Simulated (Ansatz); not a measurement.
cis-Sn(H2O)2Cl4 (SnCl₄O₂H₄). Charge 0, multiplicity 1. Geometry r2SCAN-D4/def2-SVP, basis def2-TZVP, Ansatz.

```csv
run,HOMO (eV),LUMO (eV)
A,-7.35,-3.76
B,-8.80,-2.95
C,-7.73,-3.64
D,-8.39,-3.31
E,-7.18,-3.70
F,-12.15,0.85
```

In the def2 sets Sn takes a core potential; there is no spin–orbit coupling. HSE06 is defined as in plane-wave codes, on full-range PBE exchange.

The runs used BLYP, HF, HSE06, PBE, PBE0, r2SCAN. Estimate which is which.

A PBE (0 % exact exchange); B PBE0 (25 % exact exchange); C r2SCAN (0 % exact exchange); D HSE06 (range-separated); E BLYP (0 % exact exchange); F HF (100 % exact exchange). Exact exchange lowers occupied and raises empty levels; among semilocal functionals meta-GGAs tend to open the gap a little, and such runs are hard to tell apart. The gap grows from 3.47 eV (BLYP) to 13.00 eV (HF).
